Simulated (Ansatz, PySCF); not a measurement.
Species: C3H5O3, net charge 0, doublet state. It need not be the lowest isomer of its formula. 
Structure (B3LYP-D3(BJ)/def2-TZVP (Ansatz, a program for electronic structure) minimum search):
```xyz
11

C      2.3673    -0.0151     0.0741
O      1.1501    -0.5067     0.4539
C      0.0464     0.0785    -0.0667
O      0.0374     0.9848    -0.8537
O     -1.0112    -0.5382     0.4551
C     -2.2832    -0.0426     0.0064
H      3.1959    -0.5857     0.4527
H      2.4043     0.7361    -0.6960
H     -3.0242    -0.6455     0.5224
H     -2.3762    -0.1589    -1.0724
H     -2.3936     1.0090     0.2673
```
Charge 0, spin multiplicity 2.

Dipole moments at this geometry, in debye (magnitudes).

```csv
level,program,dipole (D)
HF/def2-TZVPD,PySCF,1.00
PBE/def2-TZVPD,Ansatz,1.17
BLYP/def2-TZVPD,Ansatz,1.18
revPBE/def2-TZVPD,Ansatz,1.17
r2SCAN/def2-TZVPD,PySCF,1.11
B97M-V/def2-TZVPD,Ansatz,1.15
r2SCANh/def2-TZVPD,Ansatz,1.09
r2SCAN0/def2-TZVPD,Ansatz,1.07
M06-2X/def2-TZVPD,PySCF,1.05
HSE06/def2-TZVPD,Ansatz,1.11
LC-wPBE/def2-TZVPD,Ansatz,(withheld)
wB97M-V/def2-TZVPD,Ansatz,1.15
wB97X-V/def2-TZVPD,Ansatz,(withheld)
```

Question: Fill in the missing entries.

Answer: 
- LC-wPBE/def2-TZVPD, dipole (D): 1.11
- wB97X-V/def2-TZVPD, dipole (D): 1.15
